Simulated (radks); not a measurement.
All-electron atom: Cr II in [Ar] 3d3 4p2 (not the ground configuration).

Method: Dirac Kohn-Sham, PBE, spin-unpolarised, spherical densities, finite nucleus; open shells are shared between the two j in proportion to 2j + 1; Fermi nuclear charge, rms radius 3.6452 fm; computed with a radial shooting solver on a logarithmic mesh with Libxc functionals.

Energy parts (hartree):
part                       energy
total                 -1049.73298
kinetic                1062.11718
electron-nucleus      -2490.62061
Hartree                 426.71945
exchange-correlation    -47.94901

Orbitals (lengths in bohr, moments of r in powers of bohr; <r^-3> diverges for s and p1/2):
| orbital | occ. | eigenvalue (hartree) | <r^-3> | <1/r> | <r^4> | <r> | small-component weight |
|---|---|---|---|---|---|---|---|
| 1s1/2 | 2 | -216.8438 | - | 23.88 | 0.00007593 | 0.06355 | 7.42e-03 |
| 2s1/2 | 2 | -25.32183 | - | 5.067 | 0.01806 | 0.2930 | 1.33e-03 |
| 2p1/2 | 2 | -21.61793 | - | 5.006 | 0.01380 | 0.2580 | 1.31e-03 |
| 2p3/2 | 4 | -21.30044 | 354.2 | 4.930 | 0.01433 | 0.2608 | 1.29e-03 |
| 3s1/2 | 2 | -3.47399 | - | 1.590 | 1.332 | 0.8890 | 2.88e-04 |
| 3p1/2 | 2 | -2.43703 | - | 1.469 | 1.825 | 0.9357 | 2.54e-04 |
| 3p3/2 | 4 | -2.39788 | 43.97 | 1.453 | 1.888 | 0.9438 | 2.50e-04 |
| 3d3/2 | 1.2 | -0.78387 | 3.852 | 1.143 | 6.577 | 1.144 | 1.64e-04 |
| 3d5/2 | 1.8 | -0.77997 | 3.800 | 1.140 | 6.660 | 1.148 | 1.63e-04 |
| 4p1/2 | 0.666667 | -0.34528 | - | 0.3973 | 232.1 | 3.254 | 2.89e-05 |
| 4p3/2 | 1.33333 | -0.34217 | 3.514 | 0.3942 | 238.0 | 3.276 | 2.86e-05 |

The highest occupied level is 4p3/2 at -9.311 eV. Summed over all electrons, <r^2> = 38.20 bohr^2, which gives a Langevin (diamagnetic) susceptibility term of -30.3 x 10^-6 cm^3/mol. The electron density at the nucleus is 1.144e+04 e/bohr^3.
